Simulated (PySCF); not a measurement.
Te(NH2)(SiH3) (H5NSiTe), SMILES N[Te][SiH3]. Geometry optimised at PBE0-D3(BJ)/def2-SVP. The def2 effective core potentials stand for the cores of Te; spin–orbit coupling is left out. The values are those of a single conformer.

Computed equilibrium geometry at PBE0-D3(BJ)/def2-SVP (PySCF confirms it by a frequency run) as a Z-matrix, and its point group (one conformer of several):
point group Cs.
```
Si
H 1 1.4946
H 1 1.4952 2 109.63
H 1 1.4952 2 109.63 3 -118.41
Te 1 2.5076 2 108.29 3 120.80
N 5 2.0664 1 97.17 2 180.00
H 6 1.0195 5 109.38 1 58.91
H 6 1.0195 7 107.77 5 118.82
```
Charge 0, spin multiplicity 1.
